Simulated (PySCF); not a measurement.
C₅H₃FO₂.
Z-matrix (Å and degrees, PBE0-D3(BJ)/def2-SVP geometry), rows numbered from 1:
```
O 
C   1  1.2002
C   2  1.4881  1  127.27
C   3  1.3465  2  110.58  1  -167.63
C   4  1.4880  3  110.55  2     0.14
O   5  1.2001  4  127.21  3   167.31
C   5  1.5297  4  106.15  3   -12.21
F   7  1.3497  2  114.18  1    37.08
H   3  1.0919  2  122.20  1    10.87
H   4  1.0919  3  127.24  2   178.43
H   7  1.1083  2  107.68  1   -85.06
```

Method used: PySCF, PBE0-D3(BJ)/def2-SVP geometry optimisation, gas phase.

Masses are those of the commonest isotopes; rigid-rotor values at the optimised geometry. The values belong to one conformer with, in the numbering `[O:1]=[C:2]1[CH:3]=[CH:4][C:5](=[O:6])[CH:7]1[F:8]`, O1–C2–C3–C4 -168°, C3–C4–C5–O6 167°, C4–C5–C7–F8 143°, O1–C2–C7–C5 161°.

**Question.** Give the principal moments of inertia and the rotational constants in GHz.

**Answer.** Ia = 154.46, Ib = 227.34, Ic = 370.36 u·Å²; 505379 MHz·u·Å²/I gives 3272, 2223 and 1365 MHz, that is A = 3.2718, B = 2.2230, C = 1.3646 GHz.

**Question.** What kind of rotor is it?

**Answer.** An asymmetric top. Ray's parameter κ = (2B − A − C)/(A − C) = -0.100; −1 is the prolate and +1 the oblate limit.

**Question.** Is it planar, by Δ = Ic − Ia − Ib?

**Answer.** Not planar: Δ = Ic − Ia − Ib = -11.45 u·Å². For a rigid frame Δ = −2 Σ m c², so Σ m c² = 5.72 u·Å² lies off the ab plane: 2.40 from hydrogen and 3.33 from heavier atoms. The atom farthest from that plane is 1.53 Å away.

**Question.** Give the coordinates in the principal-axis frame, origin at the centre of mass.

**Answer.** The sense of each axis is arbitrary; atoms in the order of the calculation.
| atom | mass (u) | a (Å) | b (Å) | c (Å) |
| --- | --- | --- | --- | --- |
| O1 | 15.995 | 2.325 | -0.145 | 0.121 |
| C2 | 12.000 | 1.196 | 0.221 | -0.060 |
| C3 | 12.000 | 0.672 | 1.610 | 0.039 |
| C4 | 12.000 | -0.674 | 1.610 | 0.036 |
| C5 | 12.000 | -1.196 | 0.220 | -0.061 |
| O6 | 15.995 | -2.324 | -0.146 | 0.122 |
| C7 | 12.000 | 0.000 | -0.659 | -0.431 |
| F8 | 18.998 | 0.000 | -1.871 | 0.163 |
| H9 | 1.008 | 1.332 | 2.476 | 0.126 |
| H10 | 1.008 | -1.335 | 2.475 | 0.121 |
| H11 | 1.008 | 0.002 | -0.782 | -1.532 |

**Question.** Predict some low-J microwave lines.

**Answer.** The dipole components are |μa| = 0.00 D, |μb| = 3.51 D, |μc| = 1.36 D; the mirror of this Cs structure is the bc plane, so μa vanishes by symmetry and there are no a-type lines. The squared components, which scale the intensities, stand as 1.00 : 0.15 (b : c). Some lines, for components of 0.1 D or more:

| type | branch | J(Ka,Kc) | MHz | lower level (cm⁻¹) |
| --- | --- | --- | --- | --- |
| b | Q | 2(1,1) ← 2(0,2) | 3119 | 0.347 |
| b | Q | 3(2,1) ← 3(1,2) | 3641 | 0.844 |
| b | Q | 4(2,2) ← 4(1,3) | 4714 | 1.345 |
| b | Q | 3(1,2) ← 3(0,3) | 5256 | 0.668 |
| b | Q | 4(3,1) ← 4(2,2) | 5443 | 1.503 |
| c | R | 1(1,0) ← 0(0,0) | 5495 | 0.000 |
| c | Q | 3(3,1) ← 3(2,1) | 6087 | 0.965 |
| b | Q | 3(2,2) ← 3(1,3) | 7199 | 0.675 |
| b | Q | 4(1,3) ← 4(0,4) | 8027 | 1.078 |
| b | R | 3(0,3) ← 2(1,2) | 9080 | 0.365 |
| b | Q | 4(2,3) ← 4(1,4) | 9131 | 1.080 |
| b | R | 3(1,3) ← 2(0,2) | 9829 | 0.347 |
| c | R | 2(1,1) ← 1(0,1) | 9941 | 0.120 |
| b | R | 2(2,1) ← 1(1,0) | 11180 | 0.183 |
| c | R | 2(2,1) ← 1(1,1) | 12038 | 0.155 |
| b | R | 2(2,0) ← 1(1,1) | 12391 | 0.155 |
| b | R | 4(1,3) ← 3(2,2) | 12896 | 0.915 |
| b | R | 3(2,2) ← 2(1,1) | 13909 | 0.451 |
| c | R | 3(1,2) ← 2(0,2) | 14879 | 0.347 |
| c | R | 3(2,2) ← 2(1,2) | 16485 | 0.365 |
| b | R | 3(3,1) ← 2(2,0) | 17989 | 0.568 |
| c | R | 3(3,0) ← 2(2,0) | 18090 | 0.568 |
| c | R | 3(3,1) ← 2(2,1) | 18342 | 0.556 |
| c | R | 4(1,3) ← 3(0,3) | 20301 | 0.668 |
| c | R | 4(2,3) ← 3(1,3) | 21263 | 0.675 |
| b | R | 4(3,1) ← 3(2,2) | 23053 | 0.915 |

**Question.** Estimate the classical rotational partition function at 50 K, 100 K and 500 K.

**Answer.** Point group Cs, symmetry number σ = 1; q = (√π/σ)·√((kT/h)³/(ABC)), k/h = 20836.6 MHz/K: 18900 at 50 K, 53500 at 100 K, 598000 at 500 K.

Not checked by PBE0-D3(BJ)/def2-SVP frequencies. Constants of a rigid frame at the computed geometry: no zero-point averaging, no centrifugal distortion.
